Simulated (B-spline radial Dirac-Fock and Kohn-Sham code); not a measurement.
The L3 (2p3/2) hole of lutetium ions: width and yield against charge

Method: one-electron (LDA, Dirac) transition rates at Dirac-Fock energies. Computed with a radial atomic solver. Tabulated ground configurations, configuration averages; single configurations, so decays that open only by mixing (as 1s 2s² with 1s 2p² in Be-like ions) are missing and such tiny yields are far too low.

```
 ion           configuration  radiative (eV)  non-radiative (eV)  yield
  Lu       [Xe] 4f14 5d1 6s2            1.02                3.40  0.231
 Lu⁺           [Xe] 4f14 6s2            1.02                3.40  0.231
Lu²⁺           [Xe] 4f14 6s1            1.02                3.40  0.231
Lu³⁺               [Xe] 4f14            1.02                3.40  0.231
Lu⁴⁺               [Xe] 4f13            1.02                3.41  0.230
Lu⁵⁺               [Xe] 4f12            1.02                3.43  0.230
Lu⁶⁺  [Kr] 4d10 4f13 5s2 5p4            1.02                3.41  0.231
Lu⁷⁺  [Kr] 4d10 4f13 5s2 5p3            1.02                3.40  0.231
```
